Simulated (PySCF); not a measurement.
Compound: C2H6BBr3S.
Bonds: C1–S2, S2–C3, S2–B4, B4–Br5, B4–Br6, B4–Br7. Hydrogens: H8, H9, H10 on C1; H11, H12, H13 on C3.

A GFN2-xTB structure was refined with PySCF, PBE0-D3(BJ)/def2-SVP geometry optimisation, gas phase. Its GFN2-xTB values:

```json
{"coordinate": "C1–S2", "GFN2-xTB": "1.838 Å"}
{"coordinate": "C1–H8", "GFN2-xTB": "1.065 Å"}
{"coordinate": "S2–B4", "GFN2-xTB": "2.178 Å"}
{"coordinate": "B4–Br5", "GFN2-xTB": "1.949 Å"}
{"coordinate": "C1–S2–C3", "GFN2-xTB": "100.0°"}
{"coordinate": "C1–S2–B4", "GFN2-xTB": "103.2°"}
{"coordinate": "S2–B4–Br5", "GFN2-xTB": "102.8°"}
{"coordinate": "S2–B4–Br6", "GFN2-xTB": "106.4°"}
{"coordinate": "Br5–B4–Br6", "GFN2-xTB": "114.7°"}
{"coordinate": "C1–S2–B4–Br5", "GFN2-xTB": "-172°"}
```

Task: How do these coordinates change at the PBE0-D3(BJ)/def2-SVP level?

Result: 
```tsv
coordinate	PBE0-D3(BJ)/def2-SVP (Å or °)	change
S2–B4	1.991	-0.187
C1–S2	1.799	-0.039
B4–Br5	1.987	+0.038
C1–H8	1.098	+0.033
S2–B4–Br6	109.1	+2.7
Br5–B4–Br6	113.3	-1.4
C1–S2–C3	101.3	+1.3
C1–S2–B4	104.3	+1.1
S2–B4–Br5	102.9	+0.1
C1–S2–B4–Br5	-174	-2
```

The energy falls by 0.204 eV over 5 energy and gradient evaluations, the largest force component goes from 0.0325 to 2.1e-04 Eh/bohr, and the atoms move by 0.064 Å rms after alignment. The bond that changes most is S2–B4 (ends: sulfur bonded to B and 2 C; four-coordinate boron), which shortens by 0.187 Å. Bonds longer at the end by more than 0.005 Å: 9 of 12; shorter: 3. Rotational constants go from 593.0, 585.7, 505.2 to 599.2, 591.2, 508.4 MHz.

The run used 186 basis functions and 35 SCF cycles in all. On one thread of an Arm Neoverse V1, shared host, this took 2.3 min wall and 1.1 GiB of memory at its peak.

PBE0-D3(BJ)/def2-SVP frequencies: not computed here.

The values belong to the conformer `[CH3:1][S+:2]([CH3:3])[B-:4]([Br:5])([Br:6])[Br:7]`: C1–S2–B4–Br5 -174°.
